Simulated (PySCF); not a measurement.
C2H6O2Si, SMILES `CC(=O)[SiH2]O` (O–C–Si–O torsion 0°, C–Si–O–H torsion 0°), neutral singlet in the gas phase. 

Cartesian coordinates (Å):
```xyz
11

C     -1.5665     0.6570    -0.3353
C     -0.4935    -0.1265     0.3538
O     -0.7150    -0.7868     1.3495
Si     1.3403    -0.1766    -0.2541
O      2.0757    -1.1563     0.8304
H     -1.2824     1.7137    -0.3708
H     -1.6536     0.3226    -1.3740
H     -2.5229     0.5435     0.1760
H      1.4108    -0.7223    -1.6352
H      1.9216     1.1918    -0.2529
H      1.4460    -1.4674     1.4941
```
Charge 0, spin multiplicity 1.

All levels are single points at this geometry (PBE0-D4/def2-TZVP); Pople sets use spherical d functions. Orbital energies aren't observables, and empty levels follow the basis.

| level | HOMO (eV) | LUMO (eV) | gap (eV) | dipole (D) | vertical IE, Delta-SCF (eV) |
|---|---|---|---|---|---|
| PBE-D3(BJ)/def2-TZVP in PySCF | -5.77 | -2.50 | 3.26 | 2.45 | – |
| PBE0-D4/def2-TZVP in PySCF | -7.20 | -1.36 | 5.84 | 2.56 | – |
| B3LYP/6-311+G** in PySCF | -7.10 | -1.72 | 5.39 | 2.90 | – |
| B3LYP/6-31G* in PySCF | -6.71 | -1.21 | 5.50 | 2.52 | 9.25 |
| B3LYP/LANL2DZ in PySCF | -7.15 | -1.61 | 5.54 | 3.47 | – |
| HF/STO-3G in PySCF | -7.80 | 7.81 | 15.62 | 1.99 | – |
